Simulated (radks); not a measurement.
Question: The phosphorus anion P3-, [Ar], held by a Watson sphere: a shell of charge +3 at radius R that stands for the Madelung well of a crystal (potential energy -3/R inside, -3/r outside, in hartree with lengths in bohr). Calculated with a radial shooting solver on a logarithmic mesh with Libxc functionals: non-relativistic Kohn-Sham, r2SCAN, spin-polarised, spherical densities, point nucleus; meta-GGA in the generalised Kohn-Sham scheme.

R (bohr)  e(2p) (eV)  e(3s) (eV)  e(3p) (eV)  <r> 3p (bohr)  sum of <r^2> (bohr^2)  X-ray form factor at sin(theta)/lambda = 0.1 1/angstrom
1.85         -123.78     -17.986      -8.790          2.169                  43.50                                                   15.313
2.83         -123.17     -14.468      -6.663          2.565                  58.85                                                   14.623
3.93         -123.02     -12.023      -4.658          2.979                  77.70                                                   14.012
4.37         -122.88     -11.407      -4.058          3.139                  85.87                                                   13.823
4.38         -122.88     -11.395      -4.045          3.142                  86.06                                                   13.819
4.45         -122.85     -11.312      -3.960          3.167                  87.40                                                   13.792

Estimate the row for R = 1.87 bohr.

Answer: e(2p) (eV) -123.72; e(3s) (eV) -17.905; e(3p) (eV) -8.750; <r> 3p (bohr) 2.177; sum of <r^2> (bohr^2) 43.78; X-ray form factor at sin(theta)/lambda = 0.1 1/angstrom 15.298.
